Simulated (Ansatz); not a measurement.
Ge2H6S⁺, that is (H3Ge)2S with one electron fewer: single points at one geometry.

```yaml
crystal:
  periodic: [false, false, false]
  atoms:
    - {symbol: Ge, position_ang: [1.719479, -0.215039, 0.687002]}
    - {symbol: H, position_ang: [2.023229, -0.429189, -0.799762]}
    - {symbol: H, position_ang: [2.752122, 0.570575, 1.489901]}
    - {symbol: H, position_ang: [1.088967, -1.427386, 1.381629]}
    - {symbol: S, position_ang: [-0.100309, 1.286873, 0.607153]}
    - {symbol: Ge, position_ang: [-1.716256, 0.174540, -0.706310]}
    - {symbol: H, position_ang: [-0.978526, 0.022688, -2.041396]}
    - {symbol: H, position_ang: [-1.903751, -1.138225, 0.061912]}
    - {symbol: H, position_ang: [-2.884963, 1.155165, -0.680132]}
basis:
  gaussian: {orbitals: def2-TZVP, initial_orbitals: start.molden}
total_charge: 1
magnetization: {spin_polarized: true, initial_magnetization: 1}
hamiltonian: {xc: pbe, dispersion: d4}
scf: {omitted_lower_state_checks: [starts]}
output: {orbitals: {seedname: orbitals}}
```

The file start.molden holds the orbitals of an earlier run on this structure, at another level or in another basis.

```sh
$ ansatz run in.yaml --threads 4 --pin off --events-out ev --progress --plain --max-ram 3916MiB
```

Output, abridged:

```
Functional definition: PBE
1241 factors; their error is unknown
mean field evaluation 1: about -123939.7318 eV, gradient 9.6e0 eV
mean field evaluation 2: about -123939.8901 eV, gradient 2.5e-1 eV
mean field evaluation 4: about -123939.8664 eV, gradient 1.2e-2 eV
mean field -123939.86644701 eV, -4554.7060824688 hartree, gradient 1.9e-5 eV, S^2 0.754117; 0 other end points of the search recorded, 0 dependent functions left out
reference -123939.86649006 eV, -4554.7060840509 hartree; 43, 42 occupied and 126, 127 virtual orbitals, 1241 factors
Total energy: -123940.04659452 eV, -4554.7127027675 hartree
Checks for a lower state left out: starts
```

It took 1.3 s on 4 threads of Intel Xeon 6975P-C on a shared host.

As the first input, with `hamiltonian: {xc: pbe0, dispersion: d4}` (abridged; 2.2 s):

```
Functional definition: PBE0
mean field -123943.84651989 eV, -4554.8523474493 hartree, gradient 1.5e-5 eV, S^2 0.756090
Total energy: -123944.00067372 eV, -4554.8580124983 hartree
Checks for a lower state left out: starts
```

Geometry: B3LYP-D4/def2-SVP.
